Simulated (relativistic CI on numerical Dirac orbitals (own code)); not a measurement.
## Hyperfine structure of K²⁺, mass number 39

Calculated at this level of theory: Dirac-Coulomb-Breit CI, orbitals from a KLI potential per configuration, QED by a radiative potential, valence Slater integrals scaled by 0.85, P86 correlation energy added to each configuration (own radial code, finite nucleus).

CI space (outside the closed core [Ne]): 3s²3p⁵, 3s3p⁶, 3s²3p⁴3d, 3s3p⁵3d, 3s²3p⁴4s, 3s²3p⁴4p, 3s²3p⁴4d, 3s²3p⁴5s, 3s²3p⁴5p, 3s²3p⁴4f, 3s²3p⁴5d, 3s²3p⁴5f, 3s²3p⁴5g, 3s3p⁵4s, 3s²3p³3d², 3s²3p²3d³, 3s3p³3d³, 3s²3p²3d²4s, 3s²3p²3d²4p, 3s²3p²3d²4d. Double excitations out of closed p, d and f shells are left out; levels of such configurations are missing from the list, as are those of other unlisted configurations, and high levels can miss mixing partners. These lack a partner that the ground configuration has and come out too high: 3s²3p⁴5s, 3s²3p⁴5p, 3s²3p⁴4f, 3s²3p⁴5d, 3s²3p⁴5f.

Nuclear spin I = 3/2, μ = 0.39147 μN, Q = 0.0603 b (tables of Stone and Pyykkö). The electronic factors are computed for point nuclear moments, without core polarisation; leaving it out makes A of s and p electrons in near-neutral atoms 20 to 40 % too small, and it can dominate for d and f shells.

| Level | E (cm⁻¹) | A (MHz) | B (MHz) |
| --- | --- | --- | --- |
| 3s²3p⁵ ²P°3/2 | 0.0 | 213 | -84 |
| 3s²3p⁵ ²P°1/2 | 2144.6 | 1019 |  |
| 3s3p⁶ ²S1/2 | 145957.2 | 2839 |  |
| 3s²3p⁴3d ⁴D7/2 | 178470.5 | 31.48 | -77.7 |
| 3s²3p⁴3d ⁴D5/2 | 178681.1 | 90.57 | -26.8 |
| 3s²3p⁴3d ⁴D3/2 | 178900.2 | 154.5 | 1.69 |
| 3s²3p⁴3d ⁴D1/2 | 179062.3 | 374 |  |
| 3s²3p⁴3d ⁴F9/2 | 191029.2 | 109.2 | 96.8 |

Levels with J = 0, under 50 % of one LS term, or S terms without an open s electron are left out. Small factors come from cancelling terms and can be off by tens of per cent or more.

For a near-neutral ion this model can misplace configurations by up to about 10,000 cm⁻¹ (more where the count of f electrons changes) and terms by 10 to 25 % of their spread. Rates follow the energies as ν³ (E1, M1) or ν⁵ (E2), so they and the lifetimes can be off by large factors. The fine structure of a lone outer electron comes out too small, for d and f at times inverted, and misplaced configurations move strength between like terms. 33 of the 38 excited levels that our extract of the measured tables holds in this range could be paired (the sources list more); they are missed by 10911 cm⁻¹ on average and 43588 at most, and levels without a partner can miss by more.

(1) Give the hyperfine levels of 3s²3p⁵ ²P°1/2 relative to its centre of gravity.

## Answers

(1) With K = F(F + 1) − I(I + 1) − J(J + 1), E = AK/2: F = 1: -1274, F = 2: 764.3 MHz.
